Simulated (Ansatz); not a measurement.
Si₆O⁺. Total charge 1; doublet. Geometry r2SCAN-D4/def2-SVP.

```xyz
7

O     0.400   -1.747    1.212
Si    0.740    1.186    0.491
Si    1.716   -0.806    1.736
Si   -0.730    0.771   -1.363
Si   -0.700   -0.849    0.320
Si   -2.656   -0.546   -0.760
Si    1.230    1.991   -1.637
```

At HF/STO-3G the charge 1 doublet is spin-contaminated (final ⟨S²⟩ up to 1.16, 0.75 for a pure state). Another isomer (doublet) lies 0.34 eV lower at PBE0-D4/def2-TZVP; other spin states weren't run for this one.

Question: Estimate the α-spin orbital energies around the gap (eV) in Ansatz with HF/STO-3G, PBE-D4/def2-SVP, r2SCAN-D4/def2-TZVP, r2SCANh-D4/def2-TZVP, ωB97M-V/def2-TZVP.

Answer: 
```json
{"orbital": "HOMO−5", "HF/STO-3G": "-12.98", "PBE-D4/def2-SVP": "-12.64", "r2SCAN-D4/def2-TZVP": "-12.76", "r2SCANh-D4/def2-TZVP": "-13.16", "ωB97M-V/def2-TZVP": "-15.60"}
{"orbital": "HOMO−4", "HF/STO-3G": "-10.35", "PBE-D4/def2-SVP": "-11.31", "r2SCAN-D4/def2-TZVP": "-11.44", "r2SCANh-D4/def2-TZVP": "-11.77", "ωB97M-V/def2-TZVP": "-13.82"}
{"orbital": "HOMO−3", "HF/STO-3G": "-10.07", "PBE-D4/def2-SVP": "-10.91", "r2SCAN-D4/def2-TZVP": "-10.98", "r2SCANh-D4/def2-TZVP": "-11.30", "ωB97M-V/def2-TZVP": "-13.38"}
{"orbital": "HOMO−2", "HF/STO-3G": "-9.57", "PBE-D4/def2-SVP": "-10.57", "r2SCAN-D4/def2-TZVP": "-10.62", "r2SCANh-D4/def2-TZVP": "-10.93", "ωB97M-V/def2-TZVP": "-12.92"}
{"orbital": "HOMO−1", "HF/STO-3G": "-8.56", "PBE-D4/def2-SVP": "-10.10", "r2SCAN-D4/def2-TZVP": "-10.13", "r2SCANh-D4/def2-TZVP": "-10.40", "ωB97M-V/def2-TZVP": "-12.32"}
{"orbital": "HOMO", "HF/STO-3G": "-8.14", "PBE-D4/def2-SVP": "-9.57", "r2SCAN-D4/def2-TZVP": "-9.70", "r2SCANh-D4/def2-TZVP": "-9.97", "ωB97M-V/def2-TZVP": "-11.52"}
{"orbital": "LUMO", "HF/STO-3G": "0.16", "PBE-D4/def2-SVP": "-8.40", "r2SCAN-D4/def2-TZVP": "-8.37", "r2SCANh-D4/def2-TZVP": "-8.12", "ωB97M-V/def2-TZVP": "-5.80"}
{"orbital": "LUMO+1", "HF/STO-3G": "0.64", "PBE-D4/def2-SVP": "-7.96", "r2SCAN-D4/def2-TZVP": "-7.76", "r2SCANh-D4/def2-TZVP": "-7.48", "ωB97M-V/def2-TZVP": "-5.17"}
{"orbital": "LUMO+2", "HF/STO-3G": "1.60", "PBE-D4/def2-SVP": "-7.40", "r2SCAN-D4/def2-TZVP": "-7.25", "r2SCANh-D4/def2-TZVP": "-6.97", "ωB97M-V/def2-TZVP": "-4.65"}
{"orbital": "LUMO+3", "HF/STO-3G": "2.21", "PBE-D4/def2-SVP": "-7.24", "r2SCAN-D4/def2-TZVP": "-7.07", "r2SCANh-D4/def2-TZVP": "-6.79", "ωB97M-V/def2-TZVP": "-4.52"}
{"orbital": "LUMO+4", "HF/STO-3G": "2.68", "PBE-D4/def2-SVP": "-6.63", "r2SCAN-D4/def2-TZVP": "-6.39", "r2SCANh-D4/def2-TZVP": "-6.10", "ωB97M-V/def2-TZVP": "-3.87"}
{"orbital": "LUMO+5", "HF/STO-3G": "3.59", "PBE-D4/def2-SVP": "-6.27", "r2SCAN-D4/def2-TZVP": "-6.02", "r2SCANh-D4/def2-TZVP": "-5.74", "ωB97M-V/def2-TZVP": "-3.52"}
{"orbital": "β HOMO", "HF/STO-3G": "-8.31", "PBE-D4/def2-SVP": "-10.00", "r2SCAN-D4/def2-TZVP": "-10.04", "r2SCANh-D4/def2-TZVP": "-10.31", "ωB97M-V/def2-TZVP": "-12.20"}
{"orbital": "β LUMO", "HF/STO-3G": "-0.10", "PBE-D4/def2-SVP": "-9.06", "r2SCAN-D4/def2-TZVP": "-8.80", "r2SCANh-D4/def2-TZVP": "-8.53", "ωB97M-V/def2-TZVP": "-6.55"}
```
